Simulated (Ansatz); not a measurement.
Cartesian coordinates in Å:
```
C -1.929 0.401 1.788
Si -1.144 -0.882 0.653
Al 0.774 -0.099 -0.693
Al 1.576 2.332 -0.418
Al 1.833 -1.813 -2.295
H -1.199 0.777 2.508
H -2.302 1.250 1.211
H -2.766 -0.027 2.344
H -0.695 -2.048 1.476
H -2.191 -1.416 -0.273
H 0.988 3.517 -1.312
H 2.689 2.735 0.654
H 3.036 -2.758 -1.840
H 1.331 -1.970 -3.802
```

Total charge 0; spin multiplicity 1.

Q: List the B3LYP/def2-TZVPP orbital energies in eV (Ansatz 0.2.0). (Estimate.)

A: Computed: Occupied: -1798.55, -1524.39, -1524.36, -1524.35, -276.53, -143.10, -112.36, -112.34, -112.34, -98.42, -98.41, -98.40, -73.12, -73.09, -73.08, -72.90, -72.89, -72.88, -72.87, -72.86, -72.86, -19.18, -13.94, -11.64, -11.36, -11.24, -11.05, -9.38, -9.15, -8.99, -8.28, -8.22, -6.56, -6.22. Lowest empty: -2.62, -2.47, -1.91, -0.21, 0.26, 0.78, 1.16, 1.23.

B3LYP here is the variant with VWN-RPA as its local correlation; programs differ in this.
